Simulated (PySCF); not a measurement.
Species: C₅H₁₀OSi.
SMILES: `CO/C=C\[C@@H]1C[SiH2]1`

Torsions of this conformer, `[CH3:1][O:2]/[CH:3]=[CH:4]\[C@@H:5]1[CH2:6][SiH2:7]1`: C1–O2–C3–C4 164°, C3–C4–C5–C6 -151°.

The closed-shell ground state was solved at several levels (PySCF, density fitting, gas phase, non-relativistic). Geometry: PBE0-D3(BJ)/def2-SVP, one conformer, isolated molecule.

| level | basis functions | HOMO (eV) | LUMO (eV) | gap (eV) | dipole (D) |
| --- | --- | --- | --- | --- | --- |
| CAM-B3LYP/pcSseg-1 | 176 | -6.86 | 1.35 | 8.21 | 1.33 |
| PBE0/pcSseg-1 | 176 | -5.64 | 0.29 | 5.93 | 1.41 |

**Question.** Estimate the row for wB97X-D/def2-SVPD, a basis of 227 functions; the other rows only guide the guess.

**Answer.** HOMO -7.45 eV, LUMO 1.82 eV, gap 9.27 eV, dipole 1.16 D.

**Question.** Over all these levels, which gives the widest orbital gap and which the narrowest?

**Answer.** wB97X-D/def2-SVPD (range-separated hybrid) has the widest, 9.27 eV, and PBE0/pcSseg-1 (global hybrid, 25 % exact exchange) the narrowest, 5.93 eV. Functional and basis both differ between the two, so the spread mixes both effects.

**Question.** How far do the dipole and the HOMO energy spread over the levels?

**Answer.** The dipole runs from 1.16 to 1.41 D (mean 1.30 D) and the HOMO from -7.45 to -5.64 eV.
